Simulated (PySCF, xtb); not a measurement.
AgF, SMILES [F][Ag], multiplicity 1.

Harmonic wavenumbers (cm⁻¹) from GFN2-xTB in xtb at its own minimum, in rising order: 413.

**Question.** What does PBE-D3(BJ)/def2-TZVPD in PySCF give at its own minimum? (An estimate is asked for; the answer gives what the named calculation found.)

**Answer.** 476. Paired by order, the mean absolute difference is 62 cm⁻¹ and the zero-point energies are 0.6 and 0.7 kcal/mol.
